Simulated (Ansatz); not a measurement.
```yaml
crystal:
  periodic: [false, false, false]
  atoms:
    - {symbol: C, position_ang: [-0.636895, 0.327415, -0.403820]}
    - {symbol: C, position_ang: [-0.135249, -1.220123, -0.499699]}
    - {symbol: S, position_ang: [1.063371, -0.986011, 1.057792]}
    - {symbol: Si, position_ang: [0.662885, 0.605011, 0.917412]}
    - {symbol: H, position_ang: [-0.730946, 0.543495, -1.175125]}
    - {symbol: H, position_ang: [-1.425794, 0.156868, 0.170429]}
    - {symbol: H, position_ang: [-0.815344, -2.084817, -0.147342]}
    - {symbol: D, position_ang: [0.557788, -1.368261, -1.303813]}
    - {symbol: H, position_ang: [0.244736, 1.708812, 2.030500]}
    - {symbol: H, position_ang: [1.493667, 1.738934, 0.114100]}
basis:
  gaussian: {orbitals: x2c-TZVPPall}
hamiltonian: {xc: {name: HSE06}}
output: {forces: true}
```

```sh
$ ansatz run in.yaml --threads 2 --pin off --events-out ev --progress --plain --max-ram 4352MiB
```

Output, abridged:

```
Error: YAML parse error: error: line 11 column 16: `D` is not an element symbol (H … Og, case-exact)
 9 |     - {symbol: H, position_ang: [-1.425794, 0.156868, 0.170429]}
10 |     - {symbol: H, position_ang: [-0.815344, -2.084817, -0.147342]}
11 |     - {symbol: D, position_ang: [0.557788, -1.368261, -1.303813]}
12 |     - {symbol: H, position_ang: [0.244736, 1.708812, 2.030500]}
13 |     - {symbol: H, position_ang: [1.493667, 1.738934, 0.114100]}
```

In this input an element symbol is wrong. The program refused the input.
